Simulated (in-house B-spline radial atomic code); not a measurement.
# Ionising neutral lanthanum with different functionals

Computed with a B-spline radial code for spherical atoms: four-component Dirac-Coulomb Hamiltonian, Fermi nucleus of rms radius 4.855 fm, spin-restricted, spherical fractional occupations for the functionals. The ionisation energy is the difference of two self-consistent energies, [Xe] 5d1 6s2 → [Xe] 5d2, without Breit or QED terms; ε is the level of the shell that loses the electron (mean over j). The two configurations differ by more than the removed electron. The electron is taken from both j subshells in proportion to 2j + 1, so the result is a j average, not the step between ground levels.

Hybrids are left out here: with spherical fractional occupations of an open shell their exact exchange keeps a self-interaction that integer-occupation calculations don't have.

| method | rung | ΔSCF (eV) | -ε(6s) (eV) |
| --- | --- | --- | --- |
| LDA VWN5 | LDA | 6.30 | 3.81 |
| relativistic LDA | LDA | 6.26 | 3.80 |
| LDA PW92 | LDA | 6.31 | 3.81 |
| LDA exchange-only | LDA | 5.71 | 3.01 |
| PBE | GGA | 6.04 | 3.68 |
| PBEsol | GGA | 6.06 | 3.70 |
| BLYP | GGA | 6.09 | 3.52 |
| RPBE | GGA | 5.90 | 3.63 |
| PW91 | GGA | 6.07 | 3.72 |
| BP86 | GGA | 6.24 | 3.81 |
| AM05 | GGA | 5.98 | 3.63 |
| OLYP | GGA | 5.54 | 3.36 |

(1) How do they compare with the NIST value?

Results:

(1) NIST lists 5.577 eV (measured, ground level to ground level). Errors run from -0.03 to +0.73 eV; OLYP is closest (-0.03 eV), but part of that can be cancellation, since the calculations leave out Breit-QED terms, spin polarisation, the choice among j levels, multiplet and fine-structure energies.
